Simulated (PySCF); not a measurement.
Match the calculated data to a structure.

All candidates are C3H9F3OSi2.

| technique | computed result |
| --- | --- |
| Rotational structure | rotational constants A, B, C: 1.954, 0.661, 0.589 GHz [GFN2-xTB] |
| 1H NMR | chemical shifts (computed TMS as zero) by class: 5.38 (1 H), 4.97 (2 H), 0.40 (6 H) ppm [GIAO PBE0/pcSseg-1] |
| Dipole | 2.48 D [PBE0/pcSseg-1] |
| 13C NMR | chemical shifts (computed TMS as zero) by class: 138.5 (1 C), 1.6 (2 C) ppm [GIAO PBE0/pcSseg-1] |
| NMR, other nuclei | isotropic shieldings of nuclei other than C and H, by class: 304 (1 O), 252 (3 F), 343 (1 Si), 395 (1 Si) ppm [GIAO PBE0/pcSseg-1] |

Electronic properties: PySCF, gas phase, density fitting. Levels stand in brackets. One conformer (not necessarily the lowest) at the GFN2-xTB geometry, without solvent, vibrations or thermal averaging. Each NMR value is the plain mean over a class of atoms that symmetry, rotation or inversion makes alike.

Problem. Which candidate is it?
A. `CCO[Si@@H]([SiH3])C(F)(F)F`
B. `FC(F)O[C@@H]([SiH3])[C@H](F)[SiH3]`
C. `C[SiH](C)O[SiH2]C(F)(F)F`

Solution. C. It is `C[SiH](C)O[SiH2]C(F)(F)F`. Numbering: `[CH3:1][SiH:2]([CH3:3])[O:4][SiH2:5][C:6]([F:7])([F:8])[F:9]`. Its formula, C3H9F3OSi2, gives 0 degrees of unsaturation, so no ring and no π bond. 3 carbons fall into 2 classes; from least to most shielded: CF3 carbon [C6] (138.5 ppm), Si-methyl carbon [C1/C3] (1.6 ppm, 2 C). Hydrogen classes from least to most shielded: 1 H on an oxygen-bound silicon, Si2 (5.38 ppm), 2 H on an oxygen-bound silicon, Si5 (4.97 ppm), 6 H on 2 Si-methyl carbons, C1/C3 (0.40 ppm, a mean of values up to 0.8 ppm apart in this geometry). The other shieldings belong to: 304 ppm, siloxane oxygen [O4]; 252 ppm, fluorine of a CF3 group [F7/F8/F9]; 343 ppm, oxygen-bound silicon [Si2]; 395 ppm, oxygen-bound silicon [Si5]. The optimised geometry has point group C1 and is an asymmetric top.

The others, at the same levels:
- `FC(F)O[C@@H]([SiH3])[C@H](F)[SiH3]` fails: it has 3 carbon classes against 2; its computed 13C shifts are 126.4 (1 C), 97.9 (1 C), 74.6 (1 C) ppm, 1H shifts are 6.72 (1 H), 5.25 (1 H), 4.73 (1 H), 4.05 (3 H), 3.99 (3 H) ppm and rotational constant A is 1.138 GHz (against 1.954 GHz).
- `CCO[Si@@H]([SiH3])C(F)(F)F` fails: it has 3 carbon classes against 2; its computed 13C shifts are 138.6 (1 C), 63.1 (1 C), 20.3 (1 C) ppm, 1H shifts are 5.33 (1 H), 4.08 (1 H), 3.76 (1 H), 3.47 (3 H), 1.37 (3 H) ppm and rotational constant A is 1.279 GHz (against 1.954 GHz).

Each candidate is one conformer, not necessarily the lowest. Dipoles, sizes and rotational constants follow the conformer. The torsions of the flexible species, by atom-mapped SMILES:
- `[CH3:1][SiH:2]([CH3:3])[O:4][SiH2:5][C:6]([F:7])([F:8])[F:9]`: C1–Si2–O4–Si5 94°, Si2–O4–Si5–C6 25°, O4–Si5–C6–F7 -179°
- `[F:1][CH:2]([F:3])[O:4][C@@H:5]([SiH3:6])[C@H:7]([F:8])[SiH3:9]`: F1–C2–O4–C5 -82°, C2–O4–C5–Si6 151°, O4–C5–C7–F8 89°
- `[CH3:1][CH2:2][O:3][Si@@H:4]([SiH3:5])[C:6]([F:7])([F:8])[F:9]`: C1–C2–O3–Si4 -151°, C2–O3–Si4–Si5 58°, O3–Si4–C6–F7 175°
